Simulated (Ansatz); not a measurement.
`C=C(F)B[SiH3]` + `CNC` → `CN(C)B[SiH3]` + `C=CF`  (ligand exchange at a B–C bond)

Computed with Ansatz on PBE0-D4/def2-TZVP structures; ΔE is electronic, products minus reactants. CBS: MP2 limit from def2 TZ/QZ plus the TZ coupled-cluster correction, frozen cores. Functionals use def2-TZVPP. Each species was taken in one conformer, which may not be the lowest.

| level | ΔE (kJ/mol) |
| --- | --- |
| PBE-D4 | -133.0 |
| PBE0-D4 | -132.3 |
| ωB97X-V | -130.2 |
| MP2/def2-QZVPP | -138.5 |

(1) What does CCSD(T)/CBS give? (Estimate.)

Largest T1 diagnostic among the species: 0.013.

## Answers

(1) Ansatz gave: -134.6 kJ/mol. The listed levels differ from it by 1.6, 2.3, 4.4, -3.9 kJ/mol.

The D4 term adds −4.5 kJ/mol with B3LYP and −2.6 kJ/mol with PBE0; it sums over pairs of atoms, weighted by their polarisabilities, and B3LYP, whose exchange is more repulsive, gets the larger term. In def2-TZVPP, CCSD(T) changes the Hartree–Fock value by −20.8 kJ/mol (the triples alone add −2.7 kJ/mol) and MP2 by −23.9 kJ/mol.

B3LYP here is the variant with VWN-RPA as its local correlation; programs differ in this.
